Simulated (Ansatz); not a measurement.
Start from `[SH][GaH][Cl]` and change one atom or group to get `[CH3][GaH][Cl]`.

Ansatz, PBE0-D4/def2-TZVP geometries, multiplicity 1. Each molecule was computed in one conformer, which needn't be the lowest.

Scalar relativity is left out up to krypton.

| property | `[SH][GaH][Cl]` |
| --- | --- |
| LUMO energy (B3LYP/def2-TZVPP) / eV | -1.69 |
| HOMO–LUMO gap (B3LYP/def2-TZVPP) / eV | 6.09 |
| HOMO energy (PBE0/def2-TZVPP) / eV | -8.04 |
| size of the dipole moment (PBE/def2-TZVPP) / D | 2.22 |
| HOMO–LUMO gap (PBE/def2-TZVPP) / eV | 4.63 |
| HOMO energy (B3LYP/def2-TZVPP) / eV | -7.78 |

Task: What does the change do to each property? (An estimate is asked.)

Result: Computed: 
| property | `[CH3][GaH][Cl]` | shift |
| --- | --- | --- |
| LUMO energy (B3LYP/def2-TZVPP) / eV | -1.62 | 0.07 |
| HOMO–LUMO gap (B3LYP/def2-TZVPP) / eV | 6.26 | 0.17 |
| HOMO energy (PBE0/def2-TZVPP) / eV | -8.12 | -0.08 |
| size of the dipole moment (PBE/def2-TZVPP) / D | 2.44 | 0.22 |
| HOMO–LUMO gap (PBE/def2-TZVPP) / eV | 4.69 | 0.06 |
| HOMO energy (B3LYP/def2-TZVPP) / eV | -7.88 | -0.10 |

With PBE0 the HOMO falls by 0.08 eV and the LUMO rises by 0.11 eV, so the gap widens by about 0.19 eV. PBE moves the HOMO by 0.01 eV and ωB97M-V by -0.11 eV. Dipoles are sizes alone; their direction can turn.

B3LYP here is the variant with VWN-RPA as its local correlation; programs differ in this.
